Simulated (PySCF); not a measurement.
Species: C3H10BPSi.
Geometry (PBE0-D3(BJ)/def2-SVP, Å), atoms numbered from 1 in this order:
```xyz
16
C3H10BPSi angstrom
B      2.5749    0.2472    1.1029
P      1.8112    1.3680   -0.1520
Si     0.2342    0.1989   -1.2540
C     -1.1461   -0.1141   -0.0239
C     -1.4430   -1.3792    0.3070
C     -1.8548    1.0691    0.5686
H      1.8434   -0.4550    1.7585
H      3.7537    0.3176    1.3495
H      2.8081    1.6879   -1.1097
H     -0.2153    1.0701   -2.3839
H      0.7381   -1.0931   -1.8085
H     -0.9123   -2.2336   -0.1245
H     -2.2356   -1.6099    1.0298
H     -2.6412    0.7600    1.2740
H     -1.1473    1.7240    1.1039
H     -2.3193    1.6895   -0.2158
```

The closed-shell ground state was solved at several levels (PySCF, density fitting, gas phase, non-relativistic).

| level | basis functions | total energy (Eh) | HOMO (eV) | LUMO (eV) | gap (eV) | dipole (D) |
| --- | --- | --- | --- | --- | --- | --- |
| B97-D/pcSseg-1 | 166 | -775.8428 | -6.14 | -2.34 | 3.80 | 1.19 |
| PBE/pcSseg-1 | 166 | -775.4360 | -6.23 | -2.53 | 3.70 | 1.24 |
| HF/pcSseg-1 | 166 | -773.6886 | -9.37 | 1.79 | 11.16 | 1.11 |
| KT2/pcSseg-1 | 166 | -783.9368 | -6.26 | -2.52 | 3.74 | 1.20 |
| mPW1PW91/pcSseg-1 | 166 | -775.9513 | -7.24 | -1.63 | 5.61 | 1.16 |
| B3LYP/pcSseg-1 | 166 | -776.0136 | -6.99 | -1.80 | 5.19 | 1.16 |

Problem. What might BLYP/pcSseg-1 (166 basis functions) give for the same quantities?

Solution. Total energy -775.8686 Eh, HOMO -6.03 eV, LUMO -2.34 eV, gap 3.69 eV, dipole 1.23 D.

Problem. In the pcSseg-1 basis, how does the gap go with the fixed share of exact exchange?

Solution. BLYP (0 %) 3.69 eV; PBE (0 %) 3.70 eV; KT2 (0 %) 3.74 eV; B97-D (0 %) 3.80 eV; B3LYP (20 %) 5.19 eV; mPW1PW91 (25 %) 5.61 eV; HF (100 %) 11.16 eV. Each rise in the share widens the gap here.

Problem. How far do the dipole and the HOMO energy spread over the levels?

Solution. The dipole runs from 1.11 to 1.24 D (mean 1.18 D) and the HOMO from -9.37 to -6.03 eV.

One conformer stands for the species.

The pairwise dispersion term of B97-D wasn't added to the energies; at a given geometry it leaves orbitals and properties as they are.
